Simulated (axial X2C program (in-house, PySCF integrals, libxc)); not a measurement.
# Potential curves of InBr, scalar-relativistic

All values were computed with an in-house relativistic program for diatomic molecules. Spin-free means the one-electron spin-free X2C Hamiltonian. Basis: In dyall-cv3z [11s12p9d4f1g], Br dyall-cv3z [8s9p6d4f1g] (cores contracted in-house); Gaussian nuclei, density fitting, unrestricted open shells. Masses: In 114.904 u, Br 78.918 u.

State: M_S = 0, Λ = 0 (closed shell). Energies in kJ/mol from the fragments at the same level (In + Br). Fits are polynomials in 1 − R0/R over 0.85 to 1.23 times the lowest point R0.

```
 R (Å)     PBE0      MP2  BHandHLYP       HF
2.2359  -336.13  -339.77    -311.37  -219.38
2.3387  -374.97  -377.59    -351.88  -262.47
2.4158  -391.12  -393.01    -368.99  -281.10
2.4929  -399.15  -400.34    -377.80  -291.15
2.5700  -401.06  -401.61    -380.37  -294.76
2.6599  -397.62  -397.44    -377.56  -293.00
2.7499  -389.81  -388.92    -370.28  -286.62
2.8655  -375.51  -373.72    -356.56  -273.93
3.0069  -354.16  -351.27    -335.80  -254.30
3.2125  -320.04  -315.53    -302.34  -222.28
```

Correlated methods: 20 electrons correlated (number of frozen shells: In 4 s, 3 p, 1 d; Br 3 s, 2 p, 1 d), 274 virtual spin orbitals or spinors in MP2.

The state is a single determinant with fixed occupations, the lowest that a limited PBE0 search found. Closed shells are restricted here (equal orbitals for both partners); the stretched side of such a curve lies too high. Dissociation energies refer to the lowest single-determinant-based atoms at the same level and basis. Spin–orbit coupling changes these values markedly for this molecule (Re by over 0.02 Å or De by over 0.25 eV), so the spin-free numbers are a model. Spin-free De lacks the spin–orbit lowering of the heavy p-block atom, a tenth of an eV or more for 4p and 5p, up to an eV for 6p and one to two eV for 7p atoms, less what an open-shell molecule gains itself. MP2 and coupled cluster on one determinant become unreliable at the stretched end.

What are Re, ωe and De at the PBE0 level?

At PBE0, spin-free: Re = 2.560 Å, ωe ≈ 218 cm⁻¹, De = 4.16 eV to In + Br; Be follows as 0.055 cm⁻¹.

Fit the MP2 curve near its minimum: give the equilibrium distance, the harmonic wavenumber and the well depth.

At MP2, spin-free: Re = 2.550 Å, ωe ≈ 222 cm⁻¹, De = 4.16 eV to In + Br; Be follows as 0.0554 cm⁻¹.

Fit the BHandHLYP curve near its minimum: give the equilibrium distance, the harmonic wavenumber and the well depth.

At BHandHLYP, spin-free: Re = 2.570 Å, ωe ≈ 217 cm⁻¹, De = 3.94 eV to In + Br; Be follows as 0.0545 cm⁻¹.

Fit the HF curve near its minimum: give the equilibrium distance, the harmonic wavenumber and the well depth.

At HF, spin-free: Re = 2.586 Å, ωe ≈ 213 cm⁻¹, De = 3.06 eV to In + Br; Be follows as 0.0539 cm⁻¹.
